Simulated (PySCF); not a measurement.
**Finite-field polarisability of F (fluorine, neutral)**

[He] 2s2 2p5, 2P determinant. All numbers are calculated (PySCF 2.14, the non-relativistic Hamiltonian (point nucleus), in aug-cc-pVDZ (4s3p2d, 23 functions)). Frozen: 1s2. Energy changes in a uniform field (μhartree):

| axis | F (au) | HF | MP2 | CCSD | CCSD(T) |
| --- | --- | --- | --- | --- | --- |
| x | 0.0089 | -100.735 | -106.102 | -106.155 | -106.530 |
| x | 0.0178 | -402.999 | -424.485 | -424.700 | -426.202 |
| y | 0.0085 | -100.761 | -110.012 | -110.268 | -111.056 |
| y | 0.017 | -403.223 | -440.290 | -441.311 | -444.471 |

By symmetry the remaining axis equals y.

Derive α along x at CCSD(T) from the two fields.

With ΔE = −αF²/2 − γF⁴/24, α = −(16 ΔE(F) − ΔE(2F))/(6F²) = 2.690 bohr³.

And the mean polarisability at each level?

The components xx, yy, zz at CCSD(T) are 2.690, 3.074, 3.074, the third axis being equal by symmetry to one of the two computed. Means: HF 2.707, MP2 2.923, CCSD 2.928, CCSD(T) 2.946 bohr³. Reference: 3.74 ± 0.08 bohr³ (recommended; Schwerdtfeger and Nagle, table of static dipole polarizabilities (2023 update)).

CCSD(T) lies more than 5 % below the reference, which points to too few diffuse and polarisation functions.

A double-zeta set is small for polarisabilities.
